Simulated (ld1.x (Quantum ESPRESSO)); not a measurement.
**PBE TM dataset for Eu, scalar-relativistic all-electron reference.**

```
Element                 : Eu (Z = 63)
Generator               : ld1.x (Quantum ESPRESSO) 7.5
Type                    : norm-conserving Troullier–Martins (Kleinman–Bylander form)
Functional              : PBE
Relativity              : scalar-relativistic
Frozen core             : [Kr] 4d10 4f7
Valence charge          : 10
Reference configuration : 5s2 5p6 5d0 6s2 6p0
Partial waves           : 5s (bound): rc 1.85 bohr; 5p (bound): rc 2.60 bohr; 5d (bound, empty): rc 2.50 bohr
Local potential         : all-electron potential smoothed inside 2.10 bohr (lloc = -1)
Core correction         : a·sin(br)/r model core inside 1.65 bohr
```

Occupied shells without a wave of their own: 6s. They enter only through the test configuration that unscreens the potential, and ld1.x also counts them in the model core charge.

All-electron outer shells of the reference configuration (PBE, scalar-relativistic, ld1.x):

```csv
shell,level (eV),outermost node (bohr),outermost maximum (bohr)
4d,-134.83,0.27,0.57
5s,-44.66,0.67,1.23
5p,-23.77,0.72,1.41
6s,-3.62,1.67,3.60
4f,-2.72,–,0.60
5d,-1.56,0.82,2.16
6p,-1.20,2.02,4.93
```

Calculated quality:

```json
{
 "Cutoffs needed": "40 Ry and 70 Ry (the cutoffs (Ry, on a coarse ladder) from which the occupation-weighted sum of valence levels, in a spherical-Bessel basis at the reference potential, stays within 10 and 1 mRy of its value at 400 Ry)",
 "Ghost test": "no extra level below or beside the all-electron valence levels (s, p, d, f tested) (spherical-Bessel basis up to 400 Ry, 20 bohr box)",
 "Largest excitation error": "-661 meV (all-electron minus pseudo) for 5s1 5p6 5d0 6s2 6p0, out of 7 test configurations"
}
```

ld1.x takes every shell without a wave as core, so the model core holds the 6s electrons as well and exchange and correlation see them twice. This cancels in the reference configuration, but the file is broken for other ones, and its errors say nothing about a proper core correction.

Generation and tests took about 3.6 s on one core of a shared server CPU.
